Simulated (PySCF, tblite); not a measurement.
A set of runs on `BCC1=CC(C)=CS1`; the geometry of each is named by its level. Settings lines and outputs come from a driver script.

Compound: C6H9BS.
Atom-mapped SMILES: `[BH2:1][CH2:2][c:3]1[cH:4][c:5]([CH3:6])[cH:7][s:8]1` (hydrogens: H9, H10 on B1; H11, H12 on C2; H13 on C4; H14, H15, H16 on C6; H17 on C7)

Step 1: GFN2-xTB geometry optimisation, gas phase (tblite 0.8.0) (from a force-field or distance-geometry start)
```json
{"job": {"kind": "relax", "xc": "GFN2-xTB", "basis": "xTB"}, "charge": 0, "multiplicity": 1}
```
```
step      E/eV     max force
  0    -595.34649    2.223
  1    -595.50375    0.752
  2    -595.53481    0.428
...
130    -595.62698    0.018
131    -595.62707    0.015
132    -595.62712    0.017
133    -595.62715    0.014
134    -595.62717    0.007
```

Energy lowered by 6.5 kcal/mol over 134 steps; largest atomic force 0.007 eV/Å at the end. «max force» is the largest atomic force in eV/Å.

Hardware: an Arm Neoverse N1 with one thread, no GPU, on a shared host. Cost: 1.5 s.

Step 2: GFN2-xTB harmonic vibrations, gas phase (tblite 0.8.0) (on the GFN2-xTB geometry)
```json
{"job": {"kind": "ir", "xc": "GFN2-xTB", "basis": "xTB"}, "charge": 0, "multiplicity": 1}
```
```
(table of modes left out)
```

45 modes from 59 to 3159 cm⁻¹ (unscaled, harmonic); zero-point energy 81.9 kcal/mol; all wavenumbers are real at this level.

The run took 0.96 s of wall time on an Arm Neoverse N1 with one thread, shared host with 64 logical CPUs at a one-minute load of 61.

Step 3: TDDFT CAM-B3LYP/def2-SVPD, vertical, gas phase, core orbitals frozen in the response (PySCF 2.14.0, density-fitted response routines) (on the GFN2-xTB geometry)
```json
{"job": {"kind": "uv", "xc": "CAM-B3LYP", "basis": "def2-SVPD", "nstates": 8, "ntriplets": 3}, "charge": 0, "multiplicity": 1}
```
```
...
Static polarisability (au): isotropic 103.068, principal 75.209 104.579 129.417
Singlet excitations
state   eV       nm        f      main configurations
  1   4.7582    260.6   0.21381   H->L 0.94
  2   5.2886    234.4   0.08310   H-1->L 0.92
  3   5.8770    211.0   0.00009   H->L+1 0.63, H->L+3 0.15
  4   6.2105    199.6   0.00056   H-1->L+1 0.53, H-1->L+3 0.19
  5   6.2749    197.6   0.02263   H->L+3 0.53, H->L+2 0.21, H->L+1 0.10
  6   6.3803    194.3   0.02687   H-2->L 0.63
  7   6.5821    188.4   0.00260   H->L+2 0.24, H-3->L 0.17, H->L+3 0.14
  8   6.7671    183.2   0.00585   H-1->L+3 0.34, H-3->L 0.15, H-1->L+1 0.09
Triplet excitations (Tamm-Dancoff, eV): 3.3366 4.1145 5.1718
```

HOMO -7.86 eV, LUMO -0.30 eV; lowest singlet 4.76 eV; lowest triplet 3.34 eV (Tamm–Dancoff); mean polarisability 103.1 au.

Time: 1.8 min wall; peak memory 1.0 GiB. Hardware: one thread of an Arm Neoverse N1, no GPU, on a shared host.

Geometry of the electronic-property runs (GFN2-xTB):
```
atom  x, y, z in Å
B1     2.5854    0.1016    0.7748
C2     2.2419    0.2464   -0.7496
C3     0.8107    0.4147   -0.3537
C4    -0.1177   -0.5568   -0.1012
C5    -1.3830   -0.0551    0.2898
C6    -2.5558   -0.9254    0.6005
C7    -1.3904    1.3053    0.3393
S8     0.1281    1.9919   -0.0851
H9     2.5646   -0.9545    1.2761
H10    2.8014    1.0565    1.4139
H11    2.3629   -0.6311   -1.3797
H12    2.6078    1.1269   -1.2698
H13    0.0919   -1.6068   -0.2063
H14   -2.8450   -1.4970   -0.2810
H15   -3.4036   -0.3259    0.9218
H16   -2.3028   -1.6316    1.3903
H17   -2.2033    1.9528    0.6033
```

 (This holds for the electronic-property runs.)

One conformer stands for the species.
